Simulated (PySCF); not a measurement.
Predicted microwave data (PBE0-D3(BJ)/def2-SVP geometry optimisation, gas phase in PySCF) for one isomer of C9H12O:

| Property | Result |
| --- | --- |
| Rotational constants | A = 3171, B = 826.2, C = 773.7 MHz |
| Dipole components | \|μa\| = 1.52 D, \|μb\| = 0.58 D, \|μc\| = 1.38 D |
| Inertial defect | -117.86 u·Å² |
| κ | -0.96 |

Question: Which structure is it? (One computed conformer of each.)
A. `[CH3:1][CH2:2][CH2:3][C:4]1=[CH:5][C@@H:6]2[CH:7]=[CH:8][C@H:9]1[O:10]2` with C1–C2–C3–C4 179°, C2–C3–C4–C5 114°
B. `[CH3:1][O:2][c:3]1[cH:4][c:5]([CH3:6])[cH:7][cH:8][c:9]1[CH3:10]` with C1–O2–C3–C4 -1° (2,5-dimethylanisole)
C. `[CH3:1][CH2:2][CH2:3][O:4][c:5]1[cH:6][cH:7][cH:8][cH:9][cH:10]1` with C1–C2–C3–O4 180°, C2–C3–O4–C5 -179°, C3–O4–C5–C6 179°
D. `[CH3:1][CH2:2][O:3][c:4]1[cH:5][cH:6][c:7]([CH3:8])[cH:9][cH:10]1` with C1–C2–O3–C4 180°, C2–O3–C4–C5 180°

Answer: A. It is CCCC1=C[C@@H]2C=C[C@H]1O2, a near-prolate asymmetric top, point group C1. The candidates at the same level (rigid rotor, commonest isotopes):

```tsv
SMILES	A (MHz)	B (MHz)	C (MHz)	μa (D)	μb (D)	μc (D)	Δ (u·Å²)	point group	rotor
CCOc1ccc(C)cc1	4679	637.6	567.2	0.53	1.06	0.05	-9.57	–	near-prolate asymmetric top
CCCC1=C[C@@H]2C=C[C@H]1O2	3171	826.2	773.7	1.52	0.58	1.38	-117.86	C1	near-prolate asymmetric top
COc1cc(C)ccc1C	1863	1165	726.6	0.05	1.45	0.04	-9.56	–	asymmetric top
CCCOc1ccccc1	4437	595.6	530.4	1.12	0.86	0.00	-9.53	Cs	near-prolate asymmetric top
```

`COc1cc(C)ccc1C` has A 41 % too low; `CCOc1ccc(C)cc1` has A 48 % too high; `CCCOc1ccccc1` has A 40 % too high. No structure here is proved a minimum.
